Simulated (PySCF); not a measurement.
F4Ta, charge +1, multiplicity 1. Atoms are numbered in the order given.

```xyz
5

Ta     0.0000     0.0000     0.0000
F     -1.0453     1.0453    -1.0453
F      1.0453     1.0453     1.0453
F      1.0453    -1.0453    -1.0453
F     -1.0453    -1.0453     1.0453
```
Charge +1, spin multiplicity 1.

Coordinates come from a PBE0-D3(BJ)/def2-SVP optimisation. The spin state was assumed, not searched. The isomer is the one that the SMILES or the coordinates give; other isomers of the formula were not compared. The def2 effective core potentials stand for the cores of Ta; spin–orbit coupling is left out.

Level of theory: PBE0/def2-TZVP in PySCF.

ESP charges are fitted to the potential on shells at 1.4 to 2.0 van der Waals radii. Atomic charges (e):

```json
[
 {"atom": "Ta1", "ESP fit": "1.75", "Löwdin": "(withheld)", "Mulliken": "1.94"},
 {"atom": "F2", "ESP fit": "-0.19", "Löwdin": "(withheld)", "Mulliken": "-0.24"},
 {"atom": "F3", "ESP fit": "-0.19", "Löwdin": "(withheld)", "Mulliken": "-0.24"},
 {"atom": "F4", "ESP fit": "-0.19", "Löwdin": "(withheld)", "Mulliken": "-0.24"},
 {"atom": "F5", "ESP fit": "-0.19", "Löwdin": "(withheld)", "Mulliken": "-0.24"}
]
```

Q: Fill in the missing entries. (An estimate is asked for; the answer gives what the named calculation found.)

A: 
- Ta1, Löwdin: 1.31
- F2, Löwdin: -0.08
- F3, Löwdin: -0.08
- F4, Löwdin: -0.08
- F5, Löwdin: -0.08
